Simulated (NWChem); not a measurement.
Everything below was run with NWChem. System: HBrPb, charge 0, spin multiplicity 1, at a geometry optimised with PBE0/def2-SVP with def2 effective core potentials on Pb. The structure started from a generated list of species. Level: TD-B3LYP/def2-SVPD with def2 effective core potentials on Pb, VWN1-RPA local correlation.

Job file:

```
start mol
memory heap 200 mb stack 900 mb global 1100 mb
geometry units angstroms nocenter noautoz
  Pb    -0.535686     0.567959     0.000000
  H      0.763181     1.900152     0.000000
  Br     1.233231    -1.384937     0.000000
  symmetry group Cs
end
basis spherical
  * library def2-svpd
end
ecp
  Pb library def2-ecp
end
dft
  xc b3lyp
  semidirect memsize 60000000 filesize 0
  iterations 100
end
tddft
  rpa
  nroots 8
  notriplet
  thresh 1e-4
end
task tddft energy
```

NWChem printed:

```
             Northwest Computational Chemistry Package (NWChem) 7.3.0
             --------------------------------------------------------

                                NWChem Input Module
                                -------------------

 Scaling coordinates for geometry "geometry" by  1.889725989
 (inverse scale =  0.529177249)

 Turning off AUTOSYM since
 SYMMETRY directive was detected!

                             Geometry "geometry" -> ""
                             -------------------------

 Output coordinates in angstroms (scale by  1.889725989 to convert to a.u.)

  No.       Tag          Charge          X              Y              Z
 ---- ---------------- ---------- -------------- -------------- --------------
    1 Pb                  82.0000    -0.53568600     0.56795900     0.00000000
    2 H                    1.0000     0.76318100     1.90015200     0.00000000
    3 Br                  35.0000     1.23323100    -1.38493700     0.00000000

 Effective nuclear repulsion energy (a.u.)     605.2891988001

            Nuclear Dipole moment (a.u.)
            ----------------------------
        X                 Y               Z
 ---------------- ---------------- ----------------
     0.0000264562    -0.0000094486     0.0000000000

      Symmetry information
      --------------------

 Group name             Cs
 Group number              2
 Group order               2
 No. of unique centers     3

      Symmetry unique atoms

     1    2    3


 Summary of "ao basis" -> "" (spherical)
 ------------------------------------------------------------------------------
       Tag                 Description            Shells   Functions and Types
 ---------------- ------------------------------  ------  ---------------------
 *                         def2-svpd                  on all atoms

                                 NWChem DFT Module
                                 -----------------

 Summary of "ao basis" -> "ao basis" (spherical)
 ------------------------------------------------------------------------------
       Tag                 Description            Shells   Functions and Types
 ---------------- ------------------------------  ------  ---------------------
 Pb                        def2-svpd                12       32   5s4p3d
 H                         def2-svpd                 4        8   2s2p
 Br                        def2-svpd                15       41   6s5p4d

 Summary of "ao basis" -> "ao basis" (spherical)
 ------------------------------------------------------------------------------
       Tag                 Description            Shells   Functions and Types
 ---------------- ------------------------------  ------  ---------------------
 Pb                        def2-svpd                12       32   5s4p3d
 H                         def2-svpd                 4        8   2s2p
 Br                        def2-svpd                15       41   6s5p4d

      Symmetry analysis of basis
      --------------------------

        a'         56
        a"         25

            General Information
            -------------------
          SCF calculation type: DFT
          Wavefunction type:  closed shell.
          No. of atoms     :     3
          No. of electrons :    58
           Alpha electrons :    29
            Beta electrons :    29
          Charge           :     0
          Spin multiplicity:     1
          Use of symmetry is: off; symmetry adaption is: on
          Maximum number of iterations: 100
          AO basis - number of functions:    81
                     number of shells:    31
          Convergence on energy requested:  1.00D-06
          Convergence on density requested:  1.00D-05
          Convergence on gradient requested:  5.00D-04

              XC Information
              --------------
                         B3LYP Method XC Potential
                     Hartree-Fock (Exact) Exchange  0.200
                        Slater Exchange Functional  0.800 local
                    Becke 1988 Exchange Functional  0.720 non-local
              Lee-Yang-Parr Correlation Functional  0.810
                  VWN I RPA Correlation Functional  0.190 local

             Grid Information
             ----------------
          Grid used for XC integration:  medium
          Radial quadrature: Mura-Knowles
          Angular quadrature: Lebedev.
          Tag              B.-S. Rad. Rad. Pts. Rad. Cut. Ang. Pts.
          ---              ---------- --------- --------- ---------
          Pb                  1.80      123          12.0       590
          H                   0.35       45          12.0       434
          Br                  1.15      112          13.0       590
          Grid pruning is: on
          Number of quadrature shells:   280
          Spatial weights used:  Erf1

          Convergence Information
          -----------------------
          Convergence aids based upon iterative change in
          total energy or number of iterations.
          Levelshifting, if invoked, occurs when the
          HOMO/LUMO gap drops below (HL_TOL):  1.00D-02
          DIIS, if invoked, will attempt to extrapolate
          using up to (NFOCK): 10 stored Fock matrices.

                    Damping( 0%)  Levelshifting(0.5)       DIIS
                  --------------- ------------------- ---------------
          dE  on:    start            ASAP                start
          dE off:    2 iters        100 iters           100 iters

      Screening Tolerance Information
      -------------------------------
          Density screening/tol_rho:  1.00D-10
[...]
    7    1   27   31 a'       -0.291    -0.054     6.453
    8    1   29   32 a'       -0.252    -0.013     6.504
--------------------------------------------------------

  Entering Davidson iterations
  Restricted singlet excited states

  Iter   NTrls   NConv    DeltaV     DeltaE      Time
  ----  ------  ------  ---------  ---------  ---------
    1      8       0     0.17E+00   0.10+100       11.0
    2     24       0     0.36E-01   0.20E-01       17.6
    3     40       0     0.71E-02   0.51E-03       23.1
    4     56       0     0.28E-02   0.35E-04       14.9
    5     72       3     0.11E-02   0.30E-05       14.6
    6     82       6     0.36E-03   0.31E-06       13.1
    7     86       7     0.11E-03   0.37E-07       11.1
    8     88       8     0.10E-03   0.23E-08       10.5
  ----  ------  ------  ---------  ---------  ---------
  Convergence criterion met

  Ground state a'      -2767.452474010325 a.u.

  ----------------------------------------------------------------------------
  Root   1 singlet a"             0.092711445 a.u.                2.5228 eV
  ----------------------------------------------------------------------------
     Transition Moments    X -0.00000   Y -0.00000   Z -0.22241
     Transition Moments   XX  0.00000  XY -0.00000  XZ  1.90671
     Transition Moments   YY -0.00000  YZ  0.43721  ZZ -0.00000
     Dipole Oscillator Strength                    0.0030572726
     Electric Quadrupole                           0.0000000162
     Magnetic Dipole                               0.0000012221
     Total Oscillator Strength                     0.0030585109

          sigma_e =   1.9789 Angstrom
          sigma_h =   2.1244 Angstrom
         |d_h->e| =   0.9979 Angstrom
            d_exc =   3.0540 Angstrom
            d_CD1 =   1.1435 Angstrom
            d_CD2 =  -1.0537 Angstrom
            d_CD3 =   4.0519 Angstrom
     Pearson C.C. =   0.0117

     Occ.   29  a'  ---  Virt.   30  a"   0.99972 X
  ----------------------------------------------------------------------------
  Root   2 singlet a"             0.132449569 a.u.                3.6041 eV
  ----------------------------------------------------------------------------
     Transition Moments    X  0.00000   Y  0.00000   Z  0.22116
     Transition Moments   XX -0.00000  XY  0.00000  XZ -1.57577
     Transition Moments   YY -0.00000  YZ  0.29901  ZZ  0.00000
     Dipole Oscillator Strength                    0.0043190728
     Electric Quadrupole                           0.0000000318
     Magnetic Dipole                               0.0000007430
     Total Oscillator Strength                     0.0043198476

          sigma_e =   1.9714 Angstrom
          sigma_h =   1.8531 Angstrom
         |d_h->e| =   1.7075 Angstrom
            d_exc =   3.1921 Angstrom
            d_CD1 =   1.8258 Angstrom
            d_CD2 =  -0.2048 Angstrom
            d_CD3 =   4.8996 Angstrom
     Pearson C.C. =   0.0064

     Occ.   27  a'  ---  Virt.   30  a"   0.99813 X
  ----------------------------------------------------------------------------
  Root   3 singlet a'             0.142255630 a.u.                3.8710 eV
  ----------------------------------------------------------------------------
     Transition Moments    X  0.29232   Y -0.40945   Z  0.00000
     Transition Moments   XX  1.08433  XY -1.26751  XZ -0.00000
     Transition Moments   YY  1.09137  YZ  0.00000  ZZ -0.89728
     Dipole Oscillator Strength                    0.0240029080
     Electric Quadrupole                           0.0000000448
     Magnetic Dipole                               0.0000000149
     Total Oscillator Strength                     0.0240029677

          sigma_e =   2.0173 Angstrom
          sigma_h =   1.4749 Angstrom
         |d_h->e| =   2.2668 Angstrom
            d_exc =   3.3807 Angstrom
            d_CD1 =   2.8093 Angstrom
            d_CD2 =   0.5207 Angstrom
            d_CD3 =   5.6475 Angstrom
     Pearson C.C. =  -0.0077

     Occ.   26  a'  ---  Virt.   31  a'  -0.15069 X
     Occ.   27  a'  ---  Virt.   31  a'   0.11438 X
     Occ.   28  a"  ---  Virt.   30  a"   0.96654 X
     Occ.   29  a'  ---  Virt.   31  a'  -0.16533 X
  ----------------------------------------------------------------------------
  Root   4 singlet a"             0.154067809 a.u.                4.1924 eV
  ----------------------------------------------------------------------------
     Transition Moments    X -0.00000   Y  0.00000   Z  0.12536
     Transition Moments   XX -0.00000  XY  0.00000  XZ -0.44746
     Transition Moments   YY -0.00000  YZ  1.69570  ZZ  0.00000
     Dipole Oscillator Strength                    0.0016142072
     Electric Quadrupole                           0.0000000599
     Magnetic Dipole                               0.0000022067
     Total Oscillator Strength                     0.0016164738

          sigma_e =   1.9562 Angstrom
          sigma_h =   1.9317 Angstrom
         |d_h->e| =   1.5599 Angstrom
            d_exc =   3.1601 Angstrom
            d_CD1 =   1.5845 Angstrom
            d_CD2 =  -0.3840 Angstrom
            d_CD3 =   4.7200 Angstrom
     Pearson C.C. =   0.0008

     Occ.   26  a'  ---  Virt.   30  a"  -0.99740 X
  ----------------------------------------------------------------------------
  Root   5 singlet a'             0.164916249 a.u.                4.4876 eV
  ----------------------------------------------------------------------------
     Transition Moments    X  0.56712   Y -0.18380   Z  0.00000
     Transition Moments   XX -0.84639  XY  0.31737  XZ  0.00000
     Transition Moments   YY  0.90002  YZ -0.00000  ZZ -0.11951
     Dipole Oscillator Strength                    0.0390752254
     Electric Quadrupole                           0.0000000208
     Magnetic Dipole                               0.0000008479
     Total Oscillator Strength                     0.0390760940

          sigma_e =   2.5156 Angstrom
          sigma_h =   2.1154 Angstrom
         |d_h->e| =   1.1591 Angstrom
            d_exc =   3.4317 Angstrom
            d_CD1 =   1.5593 Angstrom
            d_CD2 =  -1.1564 Angstrom
            d_CD3 =   4.5909 Angstrom
     Pearson C.C. =   0.0347

     Occ.   26  a'  ---  Virt.   31  a'  -0.11589 X
     Occ.   27  a'  ---  Virt.   31  a'   0.11868 X
     Occ.   28  a"  ---  Virt.   30  a"   0.13470 X
     Occ.   29  a'  ---  Virt.   31  a'   0.97471 X
  ----------------------------------------------------------------------------
  Root   6 singlet a"             0.198121231 a.u.                5.3912 eV
  ----------------------------------------------------------------------------
     Transition Moments    X  0.00000   Y -0.00000   Z -0.17587
     Transition Moments   XX  0.00000  XY -0.00000  XZ -0.93703
     Transition Moments   YY -0.00000  YZ  1.13037  ZZ  0.00000
     Dipole Oscillator Strength                    0.0040854907
     Electric Quadrupole                           0.0000000893
     Magnetic Dipole                               0.0000000323
     Total Oscillator Strength                     0.0040856123

          sigma_e =   2.4922 Angstrom
          sigma_h =   1.3942 Angstrom
         |d_h->e| =   2.3261 Angstrom
            d_exc =   3.6842 Angstrom
            d_CD1 =   3.4241 Angstrom
            d_CD2 =   0.3830 Angstrom
            d_CD3 =   6.0104 Angstrom
     Pearson C.C. =  -0.0012

     Occ.   28  a"  ---  Virt.   31  a'  -0.99676 X
  ----------------------------------------------------------------------------
  Root   7 singlet a'             0.206052016 a.u.                5.6070 eV
  ----------------------------------------------------------------------------
     Transition Moments    X  0.47870   Y -0.31882   Z -0.00000
     Transition Moments   XX -2.55679  XY  0.83642  XZ -0.00000
     Transition Moments   YY  2.73521  YZ  0.00000  ZZ -0.14115
     Dipole Oscillator Strength                    0.0454405732
     Electric Quadrupole                           0.0000003596
     Magnetic Dipole                               0.0000001669
     Total Oscillator Strength                     0.0454410997

          sigma_e =   2.5699 Angstrom
          sigma_h =   1.9801 Angstrom
         |d_h->e| =   1.5100 Angstrom
            d_exc =   3.4350 Angstrom
            d_CD1 =   2.0997 Angstrom
            d_CD2 =  -0.7650 Angstrom
            d_CD3 =   4.9450 Angstrom
     Pearson C.C. =   0.0988

     Occ.   26  a'  ---  Virt.   31  a'  -0.32947 X
     Occ.   27  a'  ---  Virt.   31  a'  -0.90535 X
     Occ.   28  a"  ---  Virt.   30  a"   0.05879 X
     Occ.   29  a'  ---  Virt.   31  a'   0.06907 X
     Occ.   29  a'  ---  Virt.   32  a'   0.23304 X
     Occ.   29  a'  ---  Virt.   33  a'   0.05164 X
  ----------------------------------------------------------------------------
  Root   8 singlet a'             0.215459792 a.u.                5.8630 eV
  ----------------------------------------------------------------------------
     Transition Moments    X -0.52018   Y -0.54825   Z  0.00000
     Transition Moments   XX  2.62458  XY -1.64821  XZ -0.00000
     Transition Moments   YY -3.00082  YZ  0.00000  ZZ  0.47889
     Dipole Oscillator Strength                    0.0820420525
     Electric Quadrupole                           0.0000005740
     Magnetic Dipole                               0.0000037525
     Total Oscillator Strength                     0.0820463790

          sigma_e =   3.1625 Angstrom
          sigma_h =   2.1063 Angstrom
         |d_h->e| =   1.2229 Angstrom
            d_exc =   4.0494 Angstrom
            d_CD1 =   2.2790 Angstrom
            d_CD2 =  -1.4115 Angstrom
            d_CD3 =   5.2723 Angstrom
     Pearson C.C. =  -0.0349

     Occ.   26  a'  ---  Virt.   31  a'  -0.18608 X
     Occ.   26  a'  ---  Virt.   32  a'  -0.07472 X
     Occ.   26  a'  ---  Virt.   33  a'   0.05177 X
     Occ.   27  a'  ---  Virt.   31  a'  -0.18769 X
     Occ.   27  a'  ---  Virt.   32  a'  -0.09577 X
     Occ.   29  a'  ---  Virt.   32  a'  -0.92538 X
     Occ.   29  a'  ---  Virt.   33  a'  -0.21223 X

              Target root =      1
          Target symmetry = none
      Ground state energy =  -2767.452474010325
        Excitation energy =      0.092711444678
     Excited state energy =  -2767.359762565647

  stored tddft:energy   -2767.3597625656471

 Task  times  cpu:      119.3s     wall:      119.3s

 Total times  cpu:      119.4s     wall:      119.4s
```
